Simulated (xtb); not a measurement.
Cl4Se, charge -1, doublet, from a rough starting geometry (a state made from the parent by changing its charge; the spin is typed, not shown lowest); GFN2-xTB (xtb).

Here is a job for xtb.
```
$ xtb mol.xyz --gfn 2 --chrg -1 --uhf 1 --opt vtight --json

# file mol.xyz
5

Se     0.05009628    -0.02449342     0.50238794
Cl     1.03682315    -1.27542824    -0.73475871
Cl     1.80174088     1.45719467     0.45686759
Cl    -0.99133519     1.31254129    -0.80649510
Cl    -1.83557665    -1.48999374     0.48504238
```

Task: What does xtb print? Leave out banner, timings and long lists.

Result: 
```
   ID    Z sym.   atoms
    1   34 Se     1
    2   17 Cl     2-5

           -------------------------------------------------
          |                Calculation Setup                |
           -------------------------------------------------

           -------------------------------------------------
          |                 G F N 2 - x T B                 |
           -------------------------------------------------

          ...................................................
          :                      SETUP                      :
          :.................................................:
          :  # basis functions                  50          :
          :  # atomic orbitals                  45          :
          :  # shells                           15          :
          :  # electrons                        35          :
          :  max. iterations                   250          :
          :  Hamiltonian                  GFN2-xTB          :
          :  restarted?                      false          :
          :  GBSA solvation                  false          :
          :  PC potential                    false          :
          :  electronic temp.          300.0000000     K    :
          :  accuracy                    1.0000000          :
          :  -> integral cutoff          0.2500000E+02      :
          :  -> integral neglect         0.1000000E-07      :
          :  -> SCF convergence          0.1000000E-05 Eh   :
          :  -> wf. convergence          0.1000000E-03 e    :
          :  Broyden damping             0.4000000          :
          :  net charge                         -1          :
          :  unpaired electrons                  1          :
          ...................................................

 iter      E             dE          RMSdq      gap      omega  full diag
   1    -21.6310619 -0.216311E+02  0.886E+00    0.70       0.0  T
   2    -21.6639444 -0.328826E-01  0.502E+00    0.76       1.0  T
   3    -21.6689118 -0.496740E-02  0.279E+00    0.89       1.0  T
   4    -21.6699499 -0.103803E-02  0.988E-01    0.97       1.0  T
   5    -21.6709057 -0.955850E-03  0.593E-01    0.98       1.0  T
   6    -21.6711188 -0.213091E-03  0.411E-01    0.97       1.0  T
   7    -21.6713124 -0.193633E-03  0.150E-01    0.98       1.0  T
   8    -21.6713480 -0.355533E-04  0.106E-01    0.98       1.0  T
   9    -21.6713625 -0.145202E-04  0.710E-02    0.98       1.0  T
  10    -21.6713793 -0.168155E-04  0.312E-02    0.99       1.4  T
  11    -21.6713795 -0.133201E-06  0.300E-02    0.99       1.5  T
  12    -21.6713807 -0.123644E-05  0.781E-03    0.99       5.7  T
  13    -21.6713808 -0.118686E-06  0.622E-03    0.99       7.2  T
  14    -21.6713809 -0.115155E-06  0.510E-03    0.99       8.8  T
  15    -21.6713810 -0.481004E-07  0.292E-03    0.99      15.3  T
  16    -21.6713810 -0.555707E-08  0.803E-04    0.99      55.7  T
  17    -21.6713810 -0.681180E-09  0.430E-04    0.99     104.0  T

   *** convergence criteria satisfied after 17 iterations ***

         :::::::::::::::::::::::::::::::::::::::::::::::::::::
         ::                     SUMMARY                     ::
         :::::::::::::::::::::::::::::::::::::::::::::::::::::
         :: total energy             -21.665506391060 Eh    ::
         :: gradient norm              0.150602913011 Eh/a0 ::
         :: HOMO-LUMO gap              0.989412313371 eV    ::
         ::.................................................::
         :: SCC energy               -21.671378579049 Eh    ::
         :: -> isotropic ES            0.091981891438 Eh    ::
         :: -> anisotropic ES         -0.012497293731 Eh    ::
         :: -> anisotropic XC         -0.020398379531 Eh    ::
         :: -> dispersion             -0.007833373378 Eh    ::
         :: repulsion energy           0.005872187988 Eh    ::
         :: add. restraining           0.000000000000 Eh    ::
         :: total charge              -1.000000000000 e     ::
         :::::::::::::::::::::::::::::::::::::::::::::::::::::

      -----------------------------------------------------------
     |                   =====================                   |
     |                        A N C O P T                        |
     |                   =====================                   |
     |               Approximate Normal Coordinate               |
     |                Rational Function Optimizer                |
      -----------------------------------------------------------
      -----------------------------------------------------------
     |                   =====================                   |
     |                        A N C O P T                        |
     |                   =====================                   |
     |               Approximate Normal Coordinate               |
     |                Rational Function Optimizer                |
      -----------------------------------------------------------

          ...................................................
          :                      SETUP                      :
          :.................................................:
          :   optimization level         verytight          :
          :   max. optcycles                   200          :
          :   ANC micro-cycles                  20          :
          :   degrees of freedom                 9          :
          :.................................................:
          :   RF solver                   davidson          :
          :   write xtbopt.log                true          :
          :   linear?                        false          :
          :   energy convergence         0.1000000E-06 Eh   :
          :   grad. convergence          0.2000000E-03 Eh/α :
          :   maxmium RF displ.          1.0000000          :
          :   Hlow (freq-cutoff)         0.1000000E-01      :
          :   Hmax (freq-cutoff)         5.0000000          :
[...]
 * total energy  :   -21.6655064 Eh     change       -0.2844338E-09 Eh
 * total energy  :   -21.7038717 Eh     change       -0.3836535E-01 Eh
 * total energy  :   -21.7079439 Eh     change       -0.4072136E-02 Eh
 * total energy  :   -21.7088445 Eh     change       -0.9006138E-03 Eh
 * total energy  :   -21.7086335 Eh     change        0.2110179E-03 Eh
 * total energy  :   -21.7092700 Eh     change       -0.6364877E-03 Eh
 * total energy  :   -21.7093152 Eh     change       -0.4522427E-04 Eh
 * total energy  :   -21.7093248 Eh     change       -0.9575221E-05 Eh
 * total energy  :   -21.7093276 Eh     change       -0.2806026E-05 Eh
 * total energy  :   -21.7093296 Eh     change       -0.1996246E-05 Eh
 * total energy  :   -21.7093297 Eh     change       -0.1191027E-06 Eh
 * total energy  :   -21.7093297 Eh     change       -0.6284104E-08 Eh
   *** GEOMETRY OPTIMIZATION CONVERGED AFTER 12 ITERATIONS ***
[...]

 iter      E             dE          RMSdq      gap      omega  full diag
   1    -21.7114974 -0.217115E+02  0.901E-05    1.93       0.0  T
   2    -21.7114974 -0.460076E-11  0.758E-05    1.93     590.1  T
   3    -21.7114974 -0.926192E-11  0.471E-05    1.93     949.6  T

   *** convergence criteria satisfied after 3 iterations ***

         :::::::::::::::::::::::::::::::::::::::::::::::::::::
         ::                     SUMMARY                     ::
         :::::::::::::::::::::::::::::::::::::::::::::::::::::
         :: total energy             -21.709329689839 Eh    ::
         :: gradient norm              0.000006362247 Eh/a0 ::
         :: HOMO-LUMO gap              1.934686262784 eV    ::
         ::.................................................::
         :: SCC energy               -21.711493121033 Eh    ::
         :: -> isotropic ES            0.100609668411 Eh    ::
         :: -> anisotropic ES         -0.009138257060 Eh    ::
         :: -> anisotropic XC         -0.008396042264 Eh    ::
         :: -> dispersion             -0.007703792700 Eh    ::
         :: repulsion energy           0.002163431194 Eh    ::
         :: add. restraining           0.000000000000 Eh    ::
         :: total charge              -1.000000000000 e     ::
         :::::::::::::::::::::::::::::::::::::::::::::::::::::

           -------------------------------------------------
          |                Property Printout                |
           -------------------------------------------------

    * Orbital Energies and Occupations

         #    Occupation            Energy/Eh            Energy/eV
      -------------------------------------------------------------
         1        2.0000           -0.9624045             -26.1884
       ...           ...                  ...                  ...
         6        2.0000           -0.3824949             -10.4082
         7        2.0000           -0.3669911              -9.9863
         8        2.0000           -0.3559303              -9.6854
         9        2.0000           -0.3306041              -8.9962
        10        2.0000           -0.3146133              -8.5611
        11        2.0000           -0.2937938              -7.9945
        12        2.0000           -0.2884419              -7.8489
        13        2.0000           -0.2861034              -7.7853
        14        2.0000           -0.2818077              -7.6684
        15        2.0000           -0.2732924              -7.4367
        16        2.0000           -0.2703861              -7.3576
        17        2.0000           -0.2692541              -7.3268
        18        1.0000           -0.2150532              -5.8519 (HOMO)
        19                         -0.1439548              -3.9172 (LUMO)
        20                         -0.1063450              -2.8938
        21                          0.1083780               2.9491
        22                          0.1138211               3.0972
        23                          0.1150468               3.1306
        24                          0.1151530               3.1335
        25                          0.1431291               3.8947
        26                          0.1588017               4.3212
        27                          0.1667883               4.5385
        28                          0.1669999               4.5443
        29                          0.1740225               4.7354
       ...                                ...                  ...
        45                          1.4740443              40.1108
      -------------------------------------------------------------
                  HL-Gap            0.0710984 Eh            1.9347 eV
             Fermi-level           -0.2107630 Eh           -5.7352 eV

     #   Z          covCN         q      C6AA      α(0)
     1  34 Se       3.309    -0.004   235.878    26.761
     2  17 Cl       0.931     0.001    99.162    15.234
     3  17 Cl       0.873    -0.321   109.420    16.003
     4  17 Cl       0.717    -0.355   110.293    16.063
     5  17 Cl       0.873    -0.321   109.420    16.003

 Mol. C6AA /au·bohr⁶  :       3210.671725
 Mol. C8AA /au·bohr⁸  :     157013.765285
 Mol. α(0) /au        :         90.064474

Wiberg/Mayer (AO) data.
largest (>0.10) Wiberg bond orders for each atom

 ---------------------------------------------------------------------------
     #   Z sym  total        # sym  WBO       # sym  WBO       # sym  WBO
 ---------------------------------------------------------------------------
     1  34 Se   3.857 --     2 Cl   1.312     5 Cl   0.901     3 Cl   0.901
                             4 Cl   0.744
     2  17 Cl   1.446 --     1 Se   1.312
     3  17 Cl   1.106 --     1 Se   0.901     5 Cl   0.128
     4  17 Cl   0.868 --     1 Se   0.744
     5  17 Cl   1.106 --     1 Se   0.901     3 Cl   0.128
 ---------------------------------------------------------------------------

Topologies differ in total number of bonds
Writing topology from bond orders to xtbtopo.mol

molecular dipole:
                 x           y           z       tot (Debye)
 q only:        0.634      -0.809      -0.050
   full:        0.478      -0.615       0.157       2.019
molecular quadrupole (traceless):
                xx          xy          yy          xz          yz          zz
 q only:       -3.985      -6.324      -1.258      -2.661       3.300       5.243
  q+dip:       -5.734      -8.465      -2.059      -2.711       3.366       7.792
   full:       -5.801      -8.480      -2.120      -3.020       3.751       7.922

optimized geometry written to: xtbopt.xyz

           -------------------------------------------------
          | TOTAL ENERGY              -21.709329689839 Eh   |
          | GRADIENT NORM               0.000006362247 Eh/α |
          | HOMO-LUMO GAP               1.934686262784 eV   |
           -------------------------------------------------

normal termination of xtb
```
